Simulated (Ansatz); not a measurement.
Cost and result up the ladder for the cluster Sn₂O₆ (8 atoms). Charge 0, multiplicity 1. Geometry: B3LYP-D4/def2-SVP.

Cartesian coordinates in Å:
```
Sn 0.8294 1.3884 1.4840
Sn -1.7519 -1.2943 0.2713
O -0.5076 -1.3088 -1.3722
O 0.6883 0.6480 -1.4805
O 1.4741 1.2098 -0.4659
O -1.2106 0.6531 1.1884
O 0.7974 -0.8000 -1.3452
O -0.3190 -0.4961 1.7200
```

Ansatz on 4 threads of Arm Neoverse V1 on a shared host. Times are rough, and most runs start from the orbitals of an earlier one. No level here is sound enough to serve as a yardstick. Binding counts from free atoms at the same level (Sn triplet, O triplet; other spins of the atoms weren't run), without zero-point energy or a counterpoise term.

In the def2 sets Sn takes a core potential; there is no spin–orbit coupling. LC-ωPBE has ω = 0.4 bohr⁻¹. Correlated methods freeze 14 core orbitals; core or outer-core shells of Sn are correlated, in sets that lack core-valence functions. The rows differ in basis, and correlated rows in double-zeta sets carry the largest basis error. The structure holds 4 bonds between oxygen atoms, so isomers without such links may lie far lower. Another isomer (singlet) lies 0.96 eV lower at PBE0-D4/def2-TZVP; other spin states weren't run for this one.

Correlated methods converge slowly with the basis, most of all in double-zeta sets.

```json
{"level": "PBE-D4/def2-TZVP (with forces)", "functions": "286", "wall time": "4.7 s", "binding energy per atom (eV)": "3.27", "remarks": "restricted SCF unstable in HF"}
{"level": "LC-ωPBE/def2-TZVP", "functions": "286", "wall time": "6.5 s", "binding energy per atom (eV)": "2.79", "remarks": "restricted SCF unstable in HF"}
{"level": "r2SCAN-D4/def2-TZVP", "functions": "286", "wall time": "9 s", "binding energy per atom (eV)": "2.95", "remarks": "restricted SCF unstable in HF"}
{"level": "PBE0-D4/def2-TZVP", "functions": "286", "wall time": "9.5 s", "binding energy per atom (eV)": "2.81", "remarks": "restricted SCF unstable in HF"}
{"level": "ωB97X-V/def2-TZVP", "functions": "286", "wall time": "17 s", "binding energy per atom (eV)": "2.90", "remarks": "restricted SCF unstable in HF"}
{"level": "CCSD(T)/def2-SVP", "functions": "136", "wall time": "64 s", "binding energy per atom (eV)": "2.42", "remarks": "large T1 (0.021), restricted SCF unstable"}
```
